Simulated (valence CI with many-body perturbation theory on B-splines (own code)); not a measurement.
# E1 line list for Rb V

Method: relativistic CI+MBPT: five valence electrons over a frozen Dirac-Fock core [Ar] 3d10, radial functions for each j: 11 s, 11 p, 10 d, 8 f, 5 g, 2 h, with the one-electron correlation potential Σ1, the two-electron term Σ2, the three-electron term Σ3, Breit, model QED; selected CI, second order for the rest, scaled by the run's own slope (own B-spline code, finite nucleus).

Set against measurement, 17 paired levels are off by 116 cm⁻¹ on average, the worst by 227. These come from a selection out of Sansonetti, J. Phys. Chem. Ref. Data 35, 301 (2006). Levels without a partner in it may be off by more. Among the levels kept, up to 3400 cm⁻¹ of a level comes from second order outside the variational space, and about a tenth of that is noise between levels of different J, which matters for small intervals. 2 measured levels below the end of the list, from 268680 cm⁻¹ on, found no clear computed partner, and computed levels of the same name lie up to 4452 cm⁻¹ from them.

Lines 201 to 250 of 599 in falling wavelength, among levels below 402620 cm⁻¹, chosen from the strongest by gf and those to the six lowest levels. Wavelengths and rates use the calculated energies, so an error of 100 cm⁻¹ moves a line at 121.0 nm by 0.12 % and its rate by three times that or more. Electric multipoles are in the length gauge, E1 and E2 with the static RPA response of the core. Weak lines are less certain than strong ones. Lines between different terms over intervals too small for the method are left out, as are lines whose strength nearly cancels. Where a level lies close to another of its J and parity, the split of strength between their lines is uncertain. The highest levels of a list are the least certain.

Names give the largest LS component (configuration and term), which can be under half, so a name can repeat, a term be missing and a line seem to break the LS rules; names also repeat where a configuration has a term twice. Letters in brackets count levels of one name in rising energy.

```
λ vac (nm)                   Upper                   Lower   A (s⁻¹)  S (a.u.)
     121.0       4s2 4p2 6s 4P_5/2  4s2 4p2 5p 2D°_5/2 [a]  6.17e+08  3.24e+00
     119.2       4s2 4p2 6s 2P_3/2  4s2 4p2 5p 2D°_5/2 [a]  1.74e+08  5.82e-01
     118.5   4s2 4p2 5d 2D_3/2 [b]  4s2 4p2 5p 2D°_5/2 [a]  1.58e+08  5.19e-01
     117.2       4s2 4p2 6s 4P_1/2      4s2 4p2 5p 2S°_1/2  7.06e+08  1.12e+00
     116.7       4s2 4p2 6s 4P_3/2      4s2 4p2 5p 4D°_3/2  2.21e+08  6.92e-01
     115.6   4s2 4p2 5d 2D_5/2 [b]  4s2 4p2 5p 2D°_5/2 [a]  1.27e+08  5.82e-01
     114.7       4s2 4p2 6s 2P_3/2  4s2 4p2 5p 2D°_3/2 [a]  2.20e+08  6.54e-01
     114.2       4s2 4p2 6s 2P_1/2      4s2 4p2 5p 4D°_1/2  3.52e+08  5.17e-01
     104.2  4s2 4p2 5p 2P°_3/2 [c]   4s2 4p2 4d 2D_5/2 [b]  4.75e+08  1.06e+00
     103.5      4s2 4p2 5p 2F°_5/2       4s2 4p2 4d 2G_7/2  1.12e+09  3.68e+00
     103.0      4s2 4p2 5p 2F°_7/2       4s2 4p2 4d 2G_9/2  1.20e+09  5.19e+00
     102.4   4s 4p3 4d 4D°_7/2 [a]       4s2 4p2 4d 2G_9/2  2.28e+08  9.67e-01
     102.2  4s2 4p2 5p 2D°_3/2 [a]       4s2 4p2 4d 4D_3/2  2.82e+08  5.94e-01
     101.6  4s2 4p2 5p 2D°_3/2 [b]       4s2 4p2 4d 4D_5/2  6.30e+08  1.31e+00
     101.3  4s2 4p2 5p 2D°_5/2 [b]       4s2 4p2 4d 2G_7/2  2.46e+08  7.57e-01
     100.8      4s2 4p2 5p 2S°_1/2       4s2 4p2 4d 4F_3/2  6.89e+08  6.98e-01
     100.3   4s 4p3 4d 4F°_9/2 [b]   4s2 4p2 4d 2F_7/2 [b]  1.13e+08  5.61e-01
     99.88  4s2 4p2 5p 2D°_3/2 [a]   4s2 4p2 4d 2F_5/2 [a]  9.04e+08  1.78e+00
     99.86      4s2 4p2 5p 4P°_5/2   4s2 4p2 4d 2F_7/2 [a]  9.48e+08  2.80e+00
     99.72  4s2 4p2 4f 2F°_7/2 [a]   4s2 4p2 4d 2D_5/2 [c]  3.14e+08  1.23e+00
     99.58      4s2 4p2 5p 4P°_1/2       4s2 4p2 4d 4D_3/2  7.54e+08  7.35e-01
     99.10      4s2 4p2 5p 4P°_1/2       4s2 4p2 4d 4D_1/2  7.67e+08  7.37e-01
     98.62  4s2 4p2 5p 2D°_5/2 [a]       4s2 4p2 4d 4D_7/2  1.21e+09  3.45e+00
     98.33      4s2 4p2 5p 4D°_3/2       4s2 4p2 4d 4F_5/2  1.58e+09  2.96e+00
     98.28      4s2 4p2 5p 4S°_3/2       4s2 4p2 4d 4D_5/2  3.99e+08  7.48e-01
     98.10      4s2 4p2 5p 4D°_7/2       4s2 4p2 4d 4D_7/2  2.78e+08  1.03e+00
     97.36      4s2 4p2 5p 4D°_1/2       4s2 4p2 4d 4F_3/2  1.26e+09  1.15e+00
     97.20      4s2 4p2 5p 4D°_5/2       4s2 4p2 4d 4F_7/2  1.68e+09  4.56e+00
     97.00  4s2 4p2 5p 2P°_3/2 [c]   4s2 4p2 4d 2D_5/2 [a]  4.38e+08  7.89e-01
     96.91  4s2 4p2 4f 2G°_7/2 [a]   4s2 4p2 4d 2F_5/2 [b]  5.20e+08  1.87e+00
     96.67      4s2 4p2 5p 4D°_7/2       4s2 4p2 4d 4F_9/2  1.67e+09  5.96e+00
     96.66  4s2 4p2 5p 2D°_5/2 [a]   4s2 4p2 4d 2F_5/2 [a]  2.30e+08  6.16e-01
     96.53      4s2 4p2 5p 4D°_3/2       4s2 4p2 4d 4F_3/2  2.91e+08  5.17e-01
     95.00      4s2 4p2 5p 4P°_5/2       4s2 4p2 4d 4D_5/2  2.66e+08  6.76e-01
     94.54      4s2 4p2 5p 4D°_5/2       4s2 4p2 4d 4F_5/2  2.03e+08  5.07e-01
     94.11  4s2 4p2 4f 2G°_9/2 [a]   4s2 4p2 4d 2F_7/2 [b]  5.20e+08  2.14e+00
     93.08  4s2 4p2 5p 2P°_1/2 [c]   4s2 4p2 4d 2D_3/2 [a]  5.35e+08  4.26e-01
     92.13      4s2 4p2 5p 2F°_5/2   4s2 4p2 4d 2F_7/2 [a]  2.74e+08  6.34e-01
     90.65      4s2 4p2 5p 2F°_7/2   4s2 4p2 4d 2F_7/2 [a]  1.88e+08  5.54e-01
     88.23  4s2 4p2 4f 2G°_7/2 [c]   4s2 4p2 4d 2D_5/2 [c]  4.79e+08  1.30e+00
     88.17      4s2 4p2 5p 2S°_1/2   4s2 4p2 4d 2P_3/2 [a]  6.54e+08  4.43e-01
     87.68  4s2 4p2 4f 2F°_7/2 [a]   4s2 4p2 4d 2F_5/2 [b]  1.86e+08  4.96e-01
     86.19   4s 4p3 4d 2F°_5/2 [b]   4s2 4p2 4d 2D_3/2 [c]  5.07e+08  9.62e-01
     83.88       4s 4p3 4d 2F°_7/2   4s2 4p2 4d 2D_5/2 [c]  8.21e+08  1.91e+00
     83.78  4s2 4p2 4f 2G°_9/2 [b]   4s2 4p2 4d 2F_7/2 [b]  1.18e+09  3.43e+00
     82.78  4s2 4p2 4f 2G°_7/2 [b]   4s2 4p2 4d 2F_5/2 [b]  9.49e+08  2.12e+00
     82.70  4s2 4p2 4f 2F°_7/2 [b]   4s2 4p2 4d 2D_5/2 [b]  3.74e+08  8.36e-01
     81.88  4s2 4p2 4f 4D°_7/2 [a]       4s2 4p2 4d 4P_5/2  2.66e+08  5.77e-01
     80.95  4s2 4p2 4f 2D°_5/2 [b]   4s2 4p2 4d 2P_3/2 [c]  3.14e+08  4.92e-01
     80.85      4s2 4p2 4f 2F°_5/2   4s2 4p2 4d 2D_3/2 [b]  3.10e+08  4.86e-01
```
